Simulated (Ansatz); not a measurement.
Consider the formal hydrolysis of the Nb–Cl bond: `[CH3][Nb]([NH2])(=[O])[Cl]` + H₂O → `[CH3][Nb]([NH2])(=[O])[OH]` + HCl.

Gas-phase electronic energies from Ansatz, PBE0-D4/def2-TZVP geometries. CBS: MP2 limit from def2 TZ/QZ plus the TZ coupled-cluster correction, frozen cores. This one scheme is used for every species. Functionals use def2-TZVPP. HSE06 is defined as in plane-wave codes. def2 core potentials past Kr. For Nb outer-core shells are correlated without core-valence functions, which leaves a few kJ/mol of doubt a bond. Each species was taken in one conformer, which may not be the lowest.

`[CH3][Nb]([NH2])(=[O])[Cl]`:

```xyz
10

C    -1.070   -1.123    0.266
Nb    0.166    0.338   -0.715
N     1.385    1.023    0.646
O     1.114   -0.548   -1.794
Cl   -1.193    1.924   -1.718
H    -1.760   -1.535   -0.479
H    -1.655   -0.666    1.071
H    -0.482   -1.947    0.677
H     1.116    1.681    1.366
H     2.380    0.853    0.679
```

H₂O:

```xyz
3

O     0.264   -0.179    0.223
H     0.317   -0.006   -0.719
H    -0.581    0.185    0.496
```

`[CH3][Nb]([NH2])(=[O])[OH]`:

```xyz
11

C    -0.447   -1.631   -0.044
Nb    0.462    0.326   -0.214
N    -1.000    1.641   -0.116
O     1.112    0.388   -1.781
O     1.745    0.482    1.183
H     0.327   -2.402   -0.130
H    -1.177   -1.796   -0.840
H    -0.949   -1.751    0.921
H    -1.341    2.186   -0.894
H    -1.429    1.959    0.743
H     2.695    0.599    1.173
```

HCl:

Z-matrix (Å, degrees):
```
Cl
H 1 1.279
```

| level | ΔE (kcal/mol) | difference from CCSD(T)/CBS |
| --- | --- | --- |
| revPBE-D4 | 7.9 | -1.2 |
| BLYP-D4 | 6.7 | -2.4 |
| r2SCAN-D4 | 8.1 | -1.0 |
| B97M-V | 8.4 | -0.7 |
| HSE06-D4 | 8.8 | -0.3 |
| BHLYP-D4 | 8.3 | -0.8 |
| ωB97X-V | 6.9 | -2.2 |
| B2PLYP | 8.1 | -1.0 |
| revPBE | 7.7 | -1.4 |
| r2SCAN | 8.1 | -1.0 |
| PBE0 | 8.4 | -0.7 |
| r2SCAN0 | 8.7 | -0.4 |
| RPA@PBE/def2-TZVPP | 7.2 | -1.9 |
| SCS-MP2/def2-TZVPP | 9.4 | 0.3 |
| HF/CBS(def2) | 8.2 | -0.9 |
| MP2/CBS(def2) | 11.7 | 2.6 |
| CCSD(T)/CBS | 9.1 | 0 |

**Question.** What do rigid-rotor, harmonic-oscillator terms from PBE0-D4/def2-TZVP frequencies (298.15 K, 1 bar) make of the CCSD(T)/CBS value? (Best estimate.)

**Answer.** Computed: ΔZPE = -1.8 kcal/mol, ΔH = +7.2 kcal/mol, ΔS = -7 J/(mol·K), ΔG = +7.7 kcal/mol.

Largest T1 diagnostic among the species: 0.022, so the coupled-cluster value is less sure than usual.

At CCSD(T), def2-SVP lies −3.7 kcal/mol from the extrapolated value and def2-TZVPP −1.0 kcal/mol. From BLYP to BHLYP (50 % exact exchange), in def2-TZVPP and without D4, ΔE moves by +1.4 kcal/mol. Leaving LDA and LC-ωPBE aside and taking each functional with its dispersion term where it has one, the values, not all of them listed here, spread over 3.5 kcal/mol, from CAM-B3LYP-D4 to PBE-QIDH. LDA lies −0.9 kcal/mol from PBE without D4.

CCSD(T)/CBS has its own doubt, a few kJ/mol and more with outer-core shells, so smaller differences from it don't rank the levels.
